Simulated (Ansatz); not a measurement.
Species: cyclopenta-1,4-dien-1-ylsilane, C₅H₈Si, charge 0, multiplicity 1. SMILES: [SiH3]C1=CCC=C1
Geometry from a B3LYP-D3(BJ)/def2-TZVP (Ansatz, a program for electronic structure) optimisation:
```xyz
14

Si     2.1044    -0.0116    -0.0455
C      0.2472     0.0059     0.0008
C     -0.5171     0.8509     0.7271
C     -1.9707     0.5573     0.5039
C     -1.9372    -0.5877    -0.4633
C     -0.6599    -0.8920    -0.7418
H      2.6316    -1.3240     0.4034
H      2.6006     0.2193    -1.4247
H      2.6247     1.0526     0.8441
H     -0.1595     1.6331     1.3814
H     -2.4825     0.2967     1.4383
H     -2.5052     1.4260     0.1005
H     -2.8177    -1.0726    -0.8576
H     -0.3270    -1.6753    -1.4087
```
Charge 0, spin multiplicity 1.

Computed values are from Ansatz. Correlated levels leave the core frozen unless marked. UHF or UKS for open shells. Spin-orbit coupling is left out. No relativistic terms. Basis-set limits of correlation are two-point, X^-3; Hartree-Fock from the larger set.

The atomisation energy De is 5814.7 kJ/mol at CCSD(T)/CBS(cc-pV(T+d)Z,cc-pV(Q+d)Z). The total energy is -484.1013 Eh at CCSD(T)/CBS(cc-pV(T+d)Z,cc-pV(Q+d)Z), the dipole moment is 1.27 D at CCSD(T)/aug-cc-pV(D+d)Z and the T1 diagnostic is 0.012 at CCSD/cc-pV(Q+d)Z.

The Hartree-Fock reference is unstable (checked in the largest basis), which strains HF and MP2.
